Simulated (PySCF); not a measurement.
**Telling isomers of C$_{5}$H$_{7}$ClO$_{3}$Si apart by NMR**

All values are calculated (PySCF 2.14): structure optimised with GFN2-xTB, shieldings: GIAO PBE0/pcSseg-1. No solvent, one computed conformer, fast rotation and ring inversion assumed for equivalent nuclei, non-relativistic Hamiltonian.

Referencing at the same level of theory: ¹H (σref 31.72) and ¹³C (σref 186.93) against TMS. Where no couplings were computed, multiplicities follow the n + 1 count of equivalent neighbours, and m marks all less simple cases (inequivalent or close neighbours, rings, F or P nearby). Shifts are as computed. Against solution values, carbons near 30 ppm lie about +3 ppm off and those near 130 ppm about +5 ppm; carbons on Cl a further +6 ppm. Of 1211 compounds with measured shifts, 218 miss one by over three times the rms of a fit or turn the order of signals round; such compounds aren't used in these exercises. Carbons bonded to Cl come out too deshielded.

(1) Tabulate the signals of `C=C(C)[C@@H]1O[Si@H](Cl)OC1=O`, `C[SiH2]/C=C(\Cl)C(=O)OC=O`, `CO/C=C(\Cl)[C@H]1OC(=O)[SiH2]1` and their relative energies.

(2) What is the quickest way to tell C[SiH2]/C=C(\Cl)C(=O)OC=O from CO/C=C(\Cl)[C@H]1OC(=O)[SiH2]1?

(3) What is the quickest way to tell C=C(C)[C@@H]1O[Si@H](Cl)OC1=O from C[SiH2]/C=C(\Cl)C(=O)OC=O?

(4) What is the quickest way to tell C=C(C)[C@@H]1O[Si@H](Cl)OC1=O from CO/C=C(\Cl)[C@H]1OC(=O)[SiH2]1?

Results:

(1) 
```tsv
SMILES	carbon types	δC	δH	E rel. (kcal/mol)
C=C(C)[C@@H]1O[Si@H](Cl)OC1=O	2×C 1×CH 1×CH2 1×CH3	174.0, 151.1, 116.7, 80.7, 23.1	5.54 (m, 1H), 5.48 (m, 1H), 5.38 (s, 1H), 4.64 (s, 1H), 2.26 (s, 3H)	0.0
C[SiH2]/C=C(\Cl)C(=O)OC=O	2×C 2×CH 1×CH3	160.9, 158.8, 155.1, 147.3, -8.4	8.23 (s, 1H), 8.22 (t, 1H), 4.55 (m, 2H), 0.39 (t, 3H)	78.8
CO/C=C(\Cl)[C@H]1OC(=O)[SiH2]1	2×C 2×CH 1×CH3	180.6, 149.6, 117.2, 70.1, 60.9	6.69 (s, 1H), 5.38 (m, 1H), 5.02 (m, 1H), 4.83 (m, 1H), 3.92 (s, 3H)	112.8
```

Energies are electronic energies at PBE0/pcSseg-1 on these geometries, without zero-point or thermal terms, each for the one conformer computed, which needn't be the lowest.

(2) Both give the same number of carbon signals, with the same numbers of each carbon type, so the positions decide. The first has a methyl carbon bonded to Si (CH3) at -8.4 ppm, the second an allylic sp3 CH bonded to O and Si at 70.1 ppm. Their most deshielded carbons lie at 160.9 and 180.6 ppm. In the proton spectra the most deshielded non-exchanging signals are 8.23 (s, 1H) and 6.69 (s, 1H).

(3) Both give the same number of carbon signals, but DEPT or the intensities differ. The first has a terminal =CH2 carbon at 116.7 ppm, the second an anhydride carbonyl carbon (CH) at 158.8 ppm. Their most deshielded carbons lie at 174.0 and 160.9 ppm. In the proton spectra the most deshielded non-exchanging signals are 5.54 (m, 1H) and 8.23 (s, 1H).

(4) Both give the same number of carbon signals, but DEPT or the intensities differ. The first has a terminal =CH2 carbon at 116.7 ppm, the second an alkene carbon bearing oxygen (CH) at 149.6 ppm. Their most deshielded carbons lie at 174.0 and 180.6 ppm. In the proton spectra the most deshielded non-exchanging signals are 5.54 (m, 1H) and 6.69 (s, 1H).
